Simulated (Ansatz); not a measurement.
`C=[C](C)[AlH][CH3]`, charge 0, multiplicity 1.

Give a relaxed structure at PBE0-D4/def2-TZVP (the Gaussian-basis code of Ansatz). (Estimate.)

Ansatz gave: 
Z-matrix (Å, degrees):
```
C
C 1 1.501
H 1 1.095 2 112.2
H 1 1.095 2 111.3 3 121.0
H 1 1.095 2 111.3 3 -121.1
Al 2 1.952 1 124.1 3 179.9
C 2 1.338 1 120.6 3 -0.1
C 6 1.953 2 121.4 1 0.3
H 6 1.592 2 116.2 1 179.9
H 7 1.092 2 122.3 1 0.1
H 7 1.087 2 122.0 1 -179.9
H 8 1.096 6 110.5 2 67.5
H 8 1.095 6 111.3 2 -50.1
H 8 1.092 6 113.2 2 -172.0
```
This is one stationary point; other conformers may exist.
